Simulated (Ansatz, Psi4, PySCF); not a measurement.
silacyclobutane (C$_{3}$H$_{8}$Si), singlet, at a GFN2-xTB geometry. Base run: MP2/STO-3G in PySCF.

Input for PySCF:
```python
from pyscf import gto, scf, mp

mol = gto.M(
    atom='''
C     0.940169    0.398054    0.937563
C     0.999303   -0.746269   -0.095919
Si   -0.778820   -0.361444   -0.683195
C    -0.384486    1.070573    0.520355
H     1.797585    1.068609    0.885947
H     0.880944    0.008491    1.953051
H     1.768052   -0.579485   -0.848033
H     1.188862   -1.722218    0.345160
H    -1.810680   -1.298942   -0.236303
H    -0.962719   -0.022653   -2.094919
H    -0.221265    2.032382    0.037914
H    -1.067220    1.239897    1.349911
''',
    basis='sto-3g',
    charge=0,
    spin=0,
    verbose=4,
)

mf = scf.RHF(mol)
mf.kernel()

pt = mp.MP2(mf)
pt.kernel()
print('E(MP2) = %.10f' % pt.e_tot)
```

The same geometry, method and basis name were run in Ansatz (a quantum-chemistry and plane-wave program) and Psi4 and PySCF, at each program's defaults and at the settings that a row names. The base is PySCF at its defaults. Differences at the defaults can come from grids, fitting, cores and function types together.

```csv
code and settings,ΔE vs base (mEh),basis functions,E (Eh),SCF cycles
"PySCF, defaults (exact integrals, spherical functions, all electrons correlated)",0.000,32,-402.68107,7
"Psi4, defaults (density fitting with its default set, spherical functions, all electrons correlated)",?,32,?,9
"Ansatz, defaults (factorised integrals, spherical functions, frozen core)",5.094,32,-402.67598,-
"PySCF, frozen core",5.076,32,-402.67600,7
"Psi4, exact integrals, spherical functions, frozen core",5.076,32,-402.67600,9
"Ansatz, high accuracy, frozen core",5.076,32,-402.67600,-
```

**Question.** Some entries are withheld; supply them.

**Answer.** 
- Psi4, defaults (density fitting with its default set, spherical functions, all electrons correlated), ΔE vs base (mEh): -0.595
- Psi4, defaults (density fitting with its default set, spherical functions, all electrons correlated), E (Eh): -402.68167
